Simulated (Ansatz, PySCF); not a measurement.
Input for PySCF:
```python
from pyscf import gto, scf

mol = gto.M(
    atom='''
Tl   -0.00000000   -0.00000000   -0.47641043
Cl    0.00000000    0.00000000    2.26995558
''',
    basis='def2-svpd',
    ecp={'Tl': 'def2-svpd'},
    charge=-1,
    spin=1,
    verbose=4,
)

mf = scf.UHF(mol)
mf.kernel()
```

Problem. Convert this to an input for Ansatz (a quantum-chemistry and plane-wave program).

Solution. Several could match; the one computed here: 
Ansatz 0.2 input:
```yaml
crystal:
  periodic: [false, false, false]
  atoms:
    - {symbol: Tl, position_ang: [-0.00000000, -0.00000000, -0.47641043]}
    - {symbol: Cl, position_ang: [0.00000000, 0.00000000, 2.26995558]}
basis:
  gaussian:
    orbitals: def2-SVPD
hamiltonian:
  xc: hf
total_charge: -1
magnetization: {spin_polarized: true, initial_magnetization: 1}
accuracy: high
```

Both were run: PySCF gave -630.961111 Eh and Ansatz -630.961111 Eh, 0.000 mEh apart.
